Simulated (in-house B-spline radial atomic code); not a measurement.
Configurations of Ru5+, with energies counted from [Kr] (4d3/2)3. All numbers are computed (Dirac-Hartree-Fock, average of each configuration as written; Fermi nucleus of rms radius 4.4809 fm) with a radial B-spline atomic code at the basis-set limit, not measured. Energies include first-order Breit, QED and recoil terms.

Occupations are held fixed; configurations that lie above the ionisation limit could autoionise.

| configuration | E - E(ref) (eV) | highest orbital | its <r> (bohr) |
| --- | --- | --- | --- |
| [Kr] (4d3/2)1 (4d5/2)2 | 1.3651 | 4d5/2 | 1.319 |
| [Kr] (4d5/2)3 | 1.5624 | 4d5/2 | 1.318 |
| [Ar] 3d10 4s2 (4p1/2)2 (4p3/2)3 (4d3/2)2 (4d5/2)1 (5p1/2)1 | 73.787 | 5p1/2 | 2.465 |
| [Ar] 3d10 4s2 (4p1/2)1 (4p3/2)4 (4d3/2)2 (4d5/2)1 6s1 | 96.993 | 6s1/2 | 4.016 |
| [Ar] 3d10 4s2 (4p1/2)1 (4p3/2)4 (4d5/2)3 (6d3/2)1 | 104.05 | 6d3/2 | 5.303 |
| [Ar] 3d10 4s2 (4p1/2)1 (4p3/2)4 (4d3/2)1 (4d5/2)2 7s1 | 107.2 | 7s1/2 | 6.277 |

**Question.** Order these further configurations by energy, lowest first.
A. [Kr] (4d3/2)2 (4d5/2)1
B. [Kr] (4d3/2)1 (4d5/2)1 (4f5/2)1
C. [Ar] 3d10 4s2 (4p1/2)2 (4p3/2)3 (4d5/2)3 (8f7/2)1
D. [Kr] (4d3/2)2 (8f7/2)1
E. [Kr] (4d3/2)1 (4d5/2)1 6s1

**Answer.** A (0.84424 eV), B (41.055 eV), E (44.8 eV), D (66.68 eV), C (116.35 eV).

**Question.** How far above the reference does [Kr] (4d3/2)2 (5d5/2)1 lie?

**Answer.** 40.371 eV; its least bound orbital is 5d5/2 with <r> = 3.146 bohr.

**Question.** How far above the reference does [Kr] (4d5/2)2 (7f7/2)1 lie?

**Answer.** 65.017 eV; its least bound orbital is 7f7/2 with <r> = 10.07 bohr.
